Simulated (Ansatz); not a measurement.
Cost and result for the atomization energy of `O[SiH](O)[SiH](Cl)Cl` (10 atoms, 9 bonds).

| atom | x (Å) | y (Å) | z (Å) |
| --- | --- | --- | --- |
| O1 | -0.749 | 1.609 | 0.869 |
| Si2 | 0.395 | 0.667 | 0.159 |
| O3 | 0.816 | 1.349 | -1.264 |
| Si4 | -0.468 | -1.444 | -0.375 |
| Cl5 | 1.046 | -2.707 | -0.946 |
| Cl6 | -1.314 | -2.161 | 1.365 |
| H7 | -0.957 | 1.449 | 1.791 |
| H8 | 1.555 | 0.513 | 1.083 |
| H9 | 1.192 | 2.231 | -1.262 |
| H10 | -1.515 | -1.505 | -1.421 |

Charge 0, multiplicity 1. All single points use the PBE0-D4/def2-TZVP geometry. It is one conformer, not always the lowest. Program: Ansatz. All runs use 2 threads of an AMD EPYC 7R13 on a shared host and a share of an NVIDIA H100 80 GB. Times are those of one run each, without the atoms' runs, and a repeat can differ threefold. Electronic energies, without spin–orbit coupling; frozen cores. CCSD(T)/CBS adds CCSD(T) − MP2 in def2-TZVPP to the MP2 limit, and its time is that of the two runs behind it. T1 = 0.011. B3LYP takes the VWN-RPA correlation (the form of Gaussian; ORCA's B3LYP/G).

CCSD(T)/CBS is a level of theory with its own doubt, some kJ/mol a heavy atom from the limit and from the frozen cores, so smaller differences don't rank the functionals.

```json
{"level": "B2PLYP/def2-TZVPP", "functions": "286", "wall time": "6.5 s", "atomization (kJ/mol)": "3469.3", "difference from CCSD(T)/CBS": "-84.8", "per bond": "-9.4"}
{"level": "r2SCAN-D4/def2-TZVPP (with forces)", "functions": "286", "wall time": "7 s", "atomization (kJ/mol)": "3546.8", "difference from CCSD(T)/CBS": "-7.3", "per bond": "-0.8"}
{"level": "PBE0-D4/def2-TZVPP", "functions": "286", "wall time": "7 s", "atomization (kJ/mol)": "3499.8", "difference from CCSD(T)/CBS": "-54.3", "per bond": "-6.0"}
{"level": "CCSD(T)/def2-TZVPP", "functions": "286", "wall time": "7 s", "atomization (kJ/mol)": "3426.2", "difference from CCSD(T)/CBS": "-127.9", "per bond": "-14.2"}
{"level": "MP2/def2-QZVPP", "functions": "514", "wall time": "7 s", "atomization (kJ/mol)": "3605.8", "difference from CCSD(T)/CBS": "51.7", "per bond": "5.7"}
{"level": "PBE-D4/def2-TZVPP (with forces)", "functions": "286", "wall time": "8 s", "atomization (kJ/mol)": "3563.1", "difference from CCSD(T)/CBS": "9.0", "per bond": "1.0"}
{"level": "B3LYP-D4/def2-TZVPP (with forces)", "functions": "286", "wall time": "9.5 s", "atomization (kJ/mol)": "3497.2", "difference from CCSD(T)/CBS": "-56.9", "per bond": "-6.3"}
{"level": "ωB97X-V/def2-TZVPP", "functions": "286", "wall time": "12 s", "atomization (kJ/mol)": "3553.2", "difference from CCSD(T)/CBS": "-0.9", "per bond": "-0.1"}
{"level": "ωB97M-V/def2-TZVPP (with forces)", "functions": "286", "wall time": "14 s", "atomization (kJ/mol)": "3547.0", "difference from CCSD(T)/CBS": "-7.1", "per bond": "-0.8"}
{"level": "CCSD(T)/CBS(def2)", "functions": "–", "wall time": "14 s", "atomization (kJ/mol)": "3554.1", "difference from CCSD(T)/CBS": "0.0", "per bond": "0.0"}
```

From PBE to PBE0 (25 % exact exchange), in def2-TZVPP and without D4, the atomization energy moves by −59.1 kJ/mol: exact exchange takes away binding that semilocal exchange gives to molecules. In def2-TZVPP, CCSD(T) changes the Hartree–Fock value by +885.9 kJ/mol (the triples alone add +59.3 kJ/mol) and MP2 by +988.9 kJ/mol; breaking electron pairs costs correlation energy, which Hartree–Fock lacks. The D4 term adds +50.5 kJ/mol with B3LYP and +26.8 kJ/mol with PBE0; it sums over pairs of atoms, weighted by their polarisabilities, and B3LYP, whose exchange is more repulsive, gets the larger term.
